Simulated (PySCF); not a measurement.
Choosing a molecule for a target property.

All species are isolated and taken at one optimised geometry, non-relativistic unless stated. Electronic properties by PySCF.

Dipoles, sizes and rotational constants follow the conformer. The torsions of the flexible species, by atom-mapped SMILES:
- `[CH3:1][CH:2]([CH3:3])[CH2:4][C:5](=[O:6])[SiH2:7][CH2:8][Cl:9]`: C1–C2–C4–C5 70°, C2–C4–C5–O6 17°, C4–C5–Si7–C8 -178°, C5–Si7–C8–Cl9 -179°
- `[CH2:1]=[N:2][SiH2:3][Si@@H:4]([O:5][CH3:6])[O:7][SiH3:8]`: C1–N2–Si3–Si4 109°, N2–Si3–Si4–O5 -176°, Si3–Si4–O5–C6 171°, Si3–Si4–O7–Si8 -8°
- `[CH2:1]=[C:2]=[CH:3][CH2:4][c:5]1[cH:6][cH:7][cH:8][cH:9][n:10]1`: C2–C3–C4–C5 -110°, C3–C4–C5–C6 76°
- `[CH2:1]=[C:2]=[C:3]([CH3:4])[c:5]1[cH:6][cH:7][n:8][cH:9][cH:10]1`: C2–C3–C5–C6 0°

The conformers of `C=C[C@@H](Cl)[Si@@H](O)CCC` aren't listed.

(1) Wanted: smallest rotational constant below 0.5 GHz (GFN2-xTB) and dipole moment above 1.5 D (PBE0/pcSseg-1), at GFN2-xTB geometries. Which candidate meets both?
A. `C1CC21C(C)=C(C=C2)C#N`
B. `C=C=C(C)C1=CC=NC=C1`
C. `C(=C=C)Cc1ccccn1`
D. `C=N[SiH2][Si@@H](OC)O[SiH3]`
E. `Cc1ccc2ccccn12`
F. `CC(C)CC(=O)[SiH2]CCl`

(2) Wanted: HOMO–LUMO gap between 5.4 eV and 6 eV (PBE0/pcSseg-1) and HOMO energy below -6 eV (PBE0/pcSseg-1), at GFN2-xTB geometries. Which candidate meets both?
A. `C=C[C@@H](Cl)[Si@@H](O)CCC`
B. `Cc1ccc2ccccn12`
C. `CC1=C(C#N)C=CC12CC2`
D. `CC(C)CC(=O)[SiH2]CCl`
E. `C=C=CCc1ccccn1`

Answers

(1) F. Computed values:
| species | smallest rotational constant | dipole moment |
| --- | --- | --- |
| CC(C)CC(=O)[SiH2]CCl | 0.357 GHz | 2.61 D |
| C=N[SiH2][Si@@H](OC)O[SiH3] | 0.575 GHz | 1.75 D |
| C(=C=C)Cc1ccccn1 | 0.650 GHz | 1.96 D |
| C=C=C(C)C1=CC=NC=C1 | 0.709 GHz | 2.99 D |
| C1CC21C(C)=C(C=C2)C#N | 0.804 GHz | 5.81 D |
| Cc1ccc2ccccn12 | 0.903 GHz | 1.30 D |

(2) D. Computed values:
| species | HOMO–LUMO gap | HOMO energy |
| --- | --- | --- |
| Cc1ccc2ccccn12 | 4.67 eV | -5.32 eV |
| CC1=C(C#N)C=CC12CC2 | 5.17 eV | -6.63 eV |
| CC(C)CC(=O)[SiH2]CCl | 5.66 eV | -6.93 eV |
| C=C=CCc1ccccn1 | 6.36 eV | -7.10 eV |
| C=C[C@@H](Cl)[Si@@H](O)CCC | 6.92 eV | -7.37 eV |
